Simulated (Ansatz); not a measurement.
```yaml
crystal:
  periodic: [false, false, false]
  atoms:
    - {symbol: Rb, position_ang: [2.631918, -1.576641, -0.507265]}
    - {symbol: Rb, position_ang: [1.480169, 3.331252, 1.383621]}
    - {symbol: Pb, position_ang: [-1.364981, -2.370523, 0.716764]}
    - {symbol: Pb, position_ang: [-0.932196, 1.151132, -1.142237]}
    - {symbol: Br, position_ang: [-0.390203, -2.053074, -1.927462]}
    - {symbol: Br, position_ang: [-3.336642, -0.153134, -0.121787]}
    - {symbol: Br, position_ang: [1.042046, -3.753247, 1.456250]}
    - {symbol: Br, position_ang: [-1.431096, 3.700421, 0.008153]}
    - {symbol: Br, position_ang: [2.171684, 1.644093, -1.347304]}
    - {symbol: Br, position_ang: [0.129310, 0.079732, 1.481276]}
basis:
  gaussian: {orbitals: def2-TZVP, initial_orbitals: start.molden}
hamiltonian: {xc: pbe0, dispersion: d4}
scf: {omitted_lower_state_checks: [starts]}
output: {forces: true, orbitals: {seedname: orbitals}}
```

The file start.molden holds the orbitals of an earlier run on this structure, at another level or in another basis.

```sh
$ ansatz run in.yaml --threads 6 --pin off --events-out ev --progress --plain --max-ram 7833MiB
```

Q: Does this run fit into the memory that it is given?

A: No. It has 454 basis functions, and Ansatz plans for 8.13 GiB where 7.64 GiB are given.
